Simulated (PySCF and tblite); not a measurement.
Values are calculated unless marked as measured or tabulated.
C₈H₄N₂, numbered as in [CH2:1]=[C:2]1[CH:3]=[C:4]([C:5]#[N:6])[CH:7]=[C:8]1[C:9]#[N:10].

Geometries GFN2-xTB; weights from B3LYP-D3(BJ)/def2-SVP (IEF-PCM, methanol) energies and GFN2-xTB thermal corrections, with symmetry numbers and mirror pairs. Conformers within 2.5 kcal/mol (GFN2-xTB free energy) were kept, 3 at most. GIAO shieldings: WP04/pcSseg-1 (IEF-PCM, methanol). Shifts are against TMS (¹H), TMS (¹³C) at the same level; of two unlike H on one atom, a is the less shielded. Programs: PySCF with density fitting and tblite.

Task: Predict the averaged NMR shifts at 298.15 K.

Result: ¹H: 7.54 (H7, 1H), 7.52 (H3, 1H), 7.30 (H1a, 1H), 7.27 (H1b, 1H) ppm. ¹³C: 157.4 (C7), 155.3 (C2), 154.0 (C3), 153.0 (C1), 120.8 (C5), 120.3 (C9), 119.0 (C4), 110.4 (C8) ppm.

Shifts are unscaled: against experiment ¹³C can be off by 15 ppm or more and ¹H by 0.8 ppm.
